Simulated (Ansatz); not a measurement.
The cluster Ru₃Pt, relaxed as a singlet with RKS r2SCAN-D4/def2-SVP in Ansatz, starting from the GFN2-xTB geometry. Force threshold 0.02 eV/Å.

In the def2 sets Pt, Ru take a core potential; there is no spin–orbit coupling. Another isomer (triplet) lies 1.95 eV lower at PBE0-D4/def2-TZVP; other spin states weren't run for this one.

Start:

```tsv
atom	x (Å)	y (Å)	z (Å)
Pt1	0.046	-0.688	-1.369
Ru2	-0.412	-1.827	1.291
Ru3	-0.022	0.386	0.768
Ru4	0.388	2.130	-0.689
```

| step | energy (eV) | largest force component (eV/Å) | SCF passes |
| --- | --- | --- | --- |
| 1 | -10993.5206 | 3.408 | 56 |
| 2 | -10994.3393 | 0.558 | 40 |
| 3 | -10994.3539 | 0.182 | 36 |
| 4 | -10994.3597 | 0.026 | 38 |
| 5 | -10994.3813 | 0.180 | 44 |
| 6 | -10994.5105 | 0.728 | 49 |
| 7 | -10994.6623 | 0.828 | 57 |
| 8 | -10994.7332 | 0.637 | 58 |
| 9 | -10994.7596 | 0.145 | 40 |
| 10 | -10994.7634 | 0.123 | 39 |
| 11 | -10994.7652 | 0.132 | 40 |
| 12 | -10994.7665 | 0.014 | 30 |

Force components are those of the run's own axes.

End:

```xyz
4

Pt    0.3004   -0.7128   -1.3057
Ru   -0.7299   -1.3514    0.9034
Ru    0.5482    0.3928    1.0086
Ru   -0.1187    1.6715   -0.6063
```

Bonds formed: Ru2–Ru4 (atoms count from 1).

No frequencies were taken in this run, so the end may be a saddle point.

Hardware: 2 threads of Arm Neoverse V2 on a shared host. Wall time 70 s.
